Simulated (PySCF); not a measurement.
TiH3, SMILES [TiH3] (connectivity only; charge and spin as stated), neutral, multiplicity 2.

The structure is a stationary point at PBE0-D3(BJ)/def2-TZVPD. A frequency run showed that this geometry is not a minimum. The multiplicity is an assumed one; other spin states were not compared.

Two levels are set side by side: PBE/def2-TZVPD (PySCF) and CAM-B3LYP/def2-TZVPD (PySCF). Same geometry, gas phase. Differences are taken from unrounded values.

```csv
quantity,PBE
α-spin orbital gap (eV),0.80
β-spin orbital gap (eV),3.14
mean polarisability (bohr³),53.3
```

Q: These are the PBE values. What does CAM-B3LYP give? (An estimate is asked for; the answer gives what the named calculation found.)

A: 
```
quantity                     CAM-B3LYP  PBE minus CAM-B3LYP
---------------------------  ---------  -------------------
α-spin orbital gap (eV)           6.99                -6.19
β-spin orbital gap (eV)           8.66                -5.52
mean polarisability (bohr³)       48.5                  4.8
```

PBE's more diffuse valence density responds more strongly to a field. Differences between two approximate levels are no errors against the true value.

Rough cost on one machine, each run with all the roots and properties that it gave: CAM-B3LYP against PBE within a factor of 2.
